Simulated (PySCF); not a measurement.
A structure optimised at B3LYP-D3(BJ)/def2-SVP, used in a PySCF frequency run:

```
C
N 1 1.2797
H 1 1.1110 2 121.28
C 2 1.4393 1 119.08 3 0.00
H 4 1.1037 2 108.87 1 -122.54
H 4 1.1037 5 105.82 2 116.87
H 4 1.1087 5 109.33 6 117.64
B 1 1.5634 3 118.78 2 180.00
F 8 1.3215 1 121.73 3 180.00
C 8 1.6099 9 117.67 1 180.00
O 10 1.2156 8 121.01 9 180.00
H 10 1.1263 11 119.81 8 180.00
```

Task: Write its SMILES, formula and point group.

Result: C/N=C/B(F)C=O, C3H5BFNO, Cs

Task: What are its rotational constants (standard atomic weights)?

Result: 4.5239, 1.4651, 1.1143 GHz
